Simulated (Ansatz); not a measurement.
A nudged elastic band was laid between two geometries of BH8NSi2 (12 atoms, charge 0, multiplicity 1).

Level of theory: Ansatz 0.2.0, RKS BLYP/def2-SVP.

* movable images: 5
* climbing image: yes
* spring: 5.0 eV/Å²
* optimiser: quadratic models (default)
* start path: through a guess of the saddle point
* force threshold: 0.03 eV/Å
* iteration limit: 60
* end points: relaxed

Initial state:

```xyz
12
Properties=species:S:1:pos:R:3
N -0.346 1.315 -0.110
Si -1.680 -0.038 -0.479
B 0.320 -0.041 -0.668
Si 1.422 -1.148 0.615
H -0.185 1.579 0.870
H -0.304 2.150 -0.707
H -2.415 -0.191 0.823
H -2.605 0.628 -1.460
H 0.682 0.070 -1.823
H 1.448 -2.603 0.230
H 0.879 -1.081 2.026
H 2.861 -0.697 0.717
```

Final state:

```xyz
12
Properties=species:S:1:pos:R:3
N -0.766 1.876 -0.288
Si -0.942 0.162 0.007
B 0.734 -1.038 -0.939
Si 1.307 -1.101 0.868
H -0.575 2.492 0.507
H -0.242 2.188 -1.110
H -1.438 0.043 1.424
H -1.992 -0.451 -0.871
H 1.114 -0.148 -1.676
H 0.209 -2.033 -1.392
H 0.837 -2.126 1.864
H 1.830 0.082 1.640
```

**Question.** Which bonds break or form, and what moves?

**Answer.** Bonds broken: N1–B3, Si4–H10. Bonds formed: B3–H10.

**Question.** Give the energies along the band, and the barrier.

**Answer.** The forces met the threshold. The highest image is number 4 of 0 to 6, 0.87 eV above the first end and 0.25 eV above the last; the last end lies 0.62 eV above the first. A vibrational analysis at the climbing image gives one clearly imaginary mode, 338i cm⁻¹: a first-order saddle point. The orbitals stay closed-shell, which can raise the energy where a bond breaks towards radicals; this wasn't checked here.

```
image  path coordinate (Å)  energy (eV)  N1–B3 (Å)  Si4–H10 (Å)  B3–H10 (Å)
    0                 0.00         0.00       1.61         1.51        2.94
    1                 1.40         0.45       1.88         1.52        2.84
    2                 2.81         0.67       3.07         1.51        2.65
    3                 4.21         0.75       3.29         1.69        1.40
    4                 5.62         0.87       3.25         2.18        1.26
    5                 7.14         0.74       3.41         2.61        1.22
    6                 8.66         0.62       3.34         2.68        1.21
```

**Question.** What is the geometry of the highest image?

**Answer.** 
```xyz
12
Properties=species:S:1:pos:R:3:forces:R:3
N -1.213 2.045 -0.187 0.00 0.00 0.00
Si -1.218 0.277 -0.258 0.00 0.00 0.00
B 0.608 -0.622 -0.541 0.00 0.00 0.00
Si 1.717 -1.190 0.895 0.00 0.00 0.00
H -0.705 2.482 0.591 0.00 0.00 0.00
H -0.957 2.533 -1.052 0.00 0.00 0.00
H -1.872 -0.201 1.012 0.00 0.00 0.00
H -2.114 -0.067 -1.415 0.00 0.00 0.00
H 1.214 -0.244 -1.525 0.00 0.00 0.00
H 0.196 -1.815 -0.533 0.00 0.00 0.00
H 1.198 -2.018 2.042 0.00 0.00 0.00
H 3.224 -1.234 1.005 0.00 0.00 0.00
```

**Question.** What are the harmonic wavenumbers there?

**Answer.** 338i, 91, 109, 164, 180, 378, 429, 456, 499, 508, 622, 641, 721, 757, 779, 838, 876, 901, 910, 988, 1025, 1516, 2107, 2127, 2144, 2144, 2214, 2513, 3425, 3507 cm⁻¹.

The run took 79 s on 2 threads of Intel(R) Xeon(R) 6975P-C (Granite Rapids), with other jobs on the host, peak memory 0.16 GiB.
